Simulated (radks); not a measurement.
Initial-state core-level shifts of neutral nickel when its valence configuration changes from [Ar] 3d8 4s2. Method: Dirac Kohn-Sham, BLYP, spin-unpolarised, spherical densities, point nucleus; open shells fill j = l - 1/2 first; computed with a radial shooting solver on a logarithmic mesh with Libxc functionals. Shifts are changes of the shell-averaged eigenvalues in eV (positive: less bound).

valence               1s       2s       3s       3p
3d7 4s2 4p1       -8.388   -9.146   -8.207   -8.028
3d6 4s2 4p2      -17.795  -19.597  -17.038  -16.632
3d9 4s1           +4.859   +5.444   +4.963   +4.837
3d8 4p2           -3.570   -3.378   -3.551   -3.557
3d6 4s1 4p3      -19.323  -21.076  -18.536  -18.123
3d6 4p4          -20.745  -22.454  -19.936  -19.515
3d8 4s1.5 4p0.5   -1.030   -0.978   -1.023   -1.025
3d5 4s1 4p4      -29.676  -32.730  -27.827  -27.161
3d5 4s2 4p3      -28.283  -31.367  -26.465  -25.808
